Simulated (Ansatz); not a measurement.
`N=[C](Cl)[AlH][F]` + `N[SiH2]N` → `N[SiH2][NH][AlH][F]` + `N=CCl`  (ligand exchange at the Al–C bond)

Calculated with Ansatz (gas phase, PBE0-D4/def2-TZVP geometries, no zero-point term in ΔE). CCSD(T)/CBS adds triple-zeta CCSD(T) − MP2 to the extrapolated MP2 energy (def2 sets, frozen cores). This one scheme is used for every species. Functionals use def2-TZVPP. B3LYP here is the variant with VWN-RPA as its local correlation; programs differ in this. Each species was taken in one conformer, which may not be the lowest.

| level | ΔE (kJ/mol) | difference from CCSD(T)/CBS |
| --- | --- | --- |
| PBE-D4 | -78.3 | 9.6 |
| ωB97M-V | -87.9 | 0.0 |
| B2PLYP | -87.6 | 0.3 |
| PBE | -77.9 | 10.0 |
| r2SCAN | -86.0 | 1.9 |
| PBE0 | -84.6 | 3.3 |
| B3LYP | -84.5 | 3.4 |
| MP2/def2-TZVPP | -92.1 | -4.2 |
| SCS-MP2/def2-TZVPP | -92.6 | -4.7 |
| CCSD(T)/def2-TZVPP | -90.2 | -2.3 |
| HF/def2-QZVPP | -97.7 | -9.8 |
| MP2/def2-QZVPP | -91.1 | -3.2 |
| SCS-MP2/def2-QZVPP | -91.6 | -3.7 |
| HF/CBS(def2) | -97.8 | -9.9 |
| MP2/CBS(def2) | -89.8 | -1.9 |
| CCSD/CBS(def2) | -90.3 | -2.4 |
| CCSD(T)/CBS | -87.9 | 0 |

Largest T1 diagnostic among the species: 0.014.

In def2-TZVPP, CCSD(T) changes the Hartree–Fock value by +6.6 kJ/mol (the triples alone add +2.3 kJ/mol) and MP2 by +4.7 kJ/mol. From PBE to PBE0 (25 % exact exchange), in def2-TZVPP and without D4, ΔE moves by −6.7 kJ/mol.
